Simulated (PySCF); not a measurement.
# C4H3BrO3

Cartesian coordinates in Å; atom numbers follow the order of the lines, from 1:
```xyz
11

C    -1.894   -0.271    0.210
C    -0.437   -0.065    0.092
O     0.403   -0.186    1.080
O     0.145    0.248   -1.022
C     1.483    0.348   -0.781
Br    2.607    0.794   -2.188
C     1.757    0.084    0.568
O     2.714    0.039    1.282
H    -2.117   -1.334    0.313
H    -2.269    0.234    1.098
H    -2.386    0.112   -0.679
```

Method used: PySCF 2.14.0, GIAO B3LYP/pcSseg-1 magnetisability, rotational g tensor and spin-rotation constants, non-relativistic, gas phase. Geometry: GFN2-xTB.

The bonding changed while the geometry was optimised; results refer to the coordinates, not to the name. The calculation is non-relativistic, which matters for the atoms heavier than Zn.

Q: Give the nuclear spin-rotation constants along the inertial axes (H = +C I·J) beside the isotropic shieldings.

A: Rotational constants 2.7642, 0.8801, 0.6703 GHz. A star marks the isotopologue with that one atom substituted, in its own axes.
```csv
atom,isotope,Caa (kHz),Cbb (kHz),Ccc (kHz),mean (kHz),σ (ppm)
Br6,79Br,1.329,1.948,1.264,1.514,2123.5
H9,1H,-0.213,-0.101,-0.002,-0.106,29.1
H10,1H,-0.102,-0.091,-0.037,-0.077,29.1
H11,1H,-0.295,0.019,-0.077,-0.118,29.4
C1,13C*,0.392,0.129,0.099,0.206,164.5
C2,13C*,1.198,0.390,0.162,0.583,14.1
O3,17O*,-1.194,-0.454,-0.111,-0.586,-57.6
O4,17O*,-1.105,-0.416,-0.098,-0.540,-18.6
C5,13C*,1.021,0.217,0.161,0.466,73.7
C7,13C*,1.401,0.215,0.222,0.613,22.7
O8,17O*,-0.943,-0.359,-0.066,-0.456,50.0
```
For the geometry as given, no vibrational averaging.

Q: How do the rotational constants and the g tensor change when H9, H10, H11 are replaced by deuterium?

A: Constants 2.6284, 0.8208, 0.6303 GHz; g -0.0425, -0.0083, -0.0032, against -0.0442, -0.0088, -0.0032 before.
